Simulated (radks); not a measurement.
Values are calculated unless marked as measured or tabulated.
Question: The iron ion Fe3+, [Ar] 3d5. Code: a radial shooting solver on a logarithmic mesh with Libxc functionals. Model: non-relativistic Kohn-Sham, exchange-only B88, spin-polarised, spherical densities, point nucleus. Every spin shell is full or empty, so the densities are truly spherical. Functionals are evaluated on that one density, not self-consistently. Rank these exchange functionals by their error against the exact value of the orbitals, and give that value: LDA, PBE, PBEsol, PW86, AM05, SOGGA, G96, EV93, APBE, TPSS.

Answer: Exact: -53.6200 hartree. From best to worst, with 100 (|E| - |E exact|)/|E exact| (equal figures are ties): TPSS +0.09, PW86 +0.26, G96 +0.27, PBE -0.45, EV93 +0.50, APBE +0.52, PBEsol -2.90, SOGGA -2.93, AM05 -5.84, LDA -6.52.
